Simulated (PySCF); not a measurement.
Pr³³⁺: ionisation energy

Pr³³⁺ [Ar] 3d8 [3d3/2^4 3d5/2^4, M_J = 4] → Pr³⁴⁺ [Ar] 3d7 [3d3/2^4 3d5/2^3, M_J = 9/2], as a difference of total energies. Calculation: PySCF 2.14, in an uncontracted even-tempered set (16 s from 5.9 bohr⁻², ratio 2.8; 12 p from 7.6 bohr⁻², ratio 2.8; 8 d from 7.6 bohr⁻², ratio 2.8; 3 f from 30 bohr⁻², ratio 3); the two-component X2C-1e Hamiltonian. Correlated levels: [Ne] frozen; the 74 highest virtual spinors dropped. "Screened" scales the spin-orbit matrix elements by Boettger's factors to mimic the two-electron term; Breit and QED terms are absent.

```csv
method,ionisation energy (eV)
GHF (spin-free),2210.1
GMP2 (spin-free),2211.3
GHF (screened spin-orbit),2203.3
GMP2 (screened spin-orbit),2204.4
```

Breit and QED terms and the two-electron picture change are absent.

The spin-free rows relax to the high-spin LS determinant and lack the spin-orbit shift.

The labels give the starting determinants; with spin-orbit coupling the two ends relaxed to ⟨J²⟩ = 20.00, ⟨L²⟩ = 12.68, ⟨S²⟩ = 1.86 and ⟨J²⟩ = 24.75, ⟨L²⟩ = 14.75, ⟨S²⟩ = 2.85.

For comparison: 2202 ± 5 eV (theoretical estimate listed by NIST; NIST Atomic Spectra Database, ionization energies).
